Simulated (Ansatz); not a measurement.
Reaction (ligand exchange at the Sn–N bond): `CC[N](C)[SnH]([F])[Cl]` + CH₃NH₂ → `C[NH][SnH]([F])[Cl]` + `CCNC`

Computed with Ansatz on PBE0-D4/def2-TZVP structures; ΔE is electronic, products minus reactants. CBS: MP2 limit from def2 TZ/QZ plus the TZ coupled-cluster correction, frozen cores. DFT in def2-TZVPP. B3LYP here is the variant with VWN-RPA as its local correlation; programs differ in this. def2 core potentials past Kr. For Sn outer-core shells are correlated without core-valence functions, which leaves a few kJ/mol of doubt a bond. One conformer a species, not always the lowest.

Q: Is it downhill or uphill in electronic energy at CCSD(T)/CBS, and by how much? (An estimate is asked.)

A: Computed: Uphill: ΔE = +5.8 kJ/mol.

Q: What do these levels give: PBE0-D4, B3LYP-D4, ωB97M-V, r2SCAN, CAM-B3LYP, CCSD/def2-TZVPP? (An estimate is asked.)

A: Ansatz gave: PBE0-D4 0.9, B3LYP-D4 1.3, ωB97M-V 1.1, r2SCAN -0.6, CAM-B3LYP -7.5, CCSD/def2-TZVPP 0.3 kJ/mol.

Largest T1 diagnostic among the species: 0.013.

The D4 term adds +10.2 kJ/mol with B3LYP and +5.9 kJ/mol with PBE0; it sums over pairs of atoms, weighted by their polarisabilities, and B3LYP, whose exchange is more repulsive, gets the larger term. In def2-TZVPP, CCSD(T) changes the Hartree–Fock value by +17.8 kJ/mol (the triples alone add +2.9 kJ/mol) and MP2 by +20.4 kJ/mol. Leaving LDA and LC-ωPBE aside and taking each functional with its dispersion term where it has one, the values, not all of them listed here, spread over 6.3 kJ/mol, from B2PLYP to revPBE-D4. LDA lies +8.6 kJ/mol from PBE without D4.
